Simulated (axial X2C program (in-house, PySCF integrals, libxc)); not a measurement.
## Worked dissociation energy of MgTl: BP86, spin-free

Calculated with an axial X2C code built on PySCF integrals. Spin-free means the one-electron spin-free X2C Hamiltonian. Basis: Tl dyall-cv3z [12s14p10d7f1g], Mg dyall-cv3z [9s8p6d3f] (cores contracted in-house); Gaussian nuclei, density fitting, unrestricted open shells. Masses: Tl 204.974 u, Mg 23.985 u.

Molecular state: M_S = 1/2, Λ = 1 (beyond evenly filled blocks: π+α).

* E(Tl) (2M_S = 1, M_L = 0): -20252.131437 hartree
* E(Mg) (2M_S = 0, M_L = 0): -200.406517 hartree
* E(MgTl) at Re: -20452.552911 hartree
* ωe: 145.5 cm⁻¹
* ωexe: 1.31 cm⁻¹

Q: Work out De and D0.

A: De = -20252.131437 + (-200.406517) − (-20452.552911) = 0.01496 hartree = 0.407 eV. The zero-point energy is ωe/2 − ωexe/4 = 72 cm⁻¹ = 0.009 eV, so D0 = 0.398 eV.

One determinant describes the state; a PBE0 search over occupations chose it and may have missed a lower one. Dissociation energies refer to the lowest single-determinant-based atoms at the same level and basis. Other states lie close and PBE0, whose exact exchange favours high spin, may order them wrongly; the determinant shown need not be the ground state. The nearest other spin-free determinant of the search, M_S = 1/2, Λ = 0, lies 0.15 eV up at the distance of the search. Without a current term, density functionals place determinants with orbital angular momentum somewhat too high. The atomic limit has a lower orbital projection than the molecule and lies lower at mean-field level, so De may be about a tenth of an eV too small. Spin–orbit coupling changes these values markedly for this molecule (Re by over 0.02 Å or De by over 0.25 eV), so the spin-free numbers are a model. Spin-free De lacks the spin–orbit lowering of the heavy p-block atom, a tenth of an eV or more for 4p and 5p, up to an eV for 6p and one to two eV for 7p atoms, less what an open-shell molecule gains itself.

The levels of this run spread widely (ωe from 109 to 145 cm⁻¹), so these constants depend on the method.

Each atomic determinant is the lowest at this level and need not be a pure term. Totals compare only within one Hamiltonian and basis.
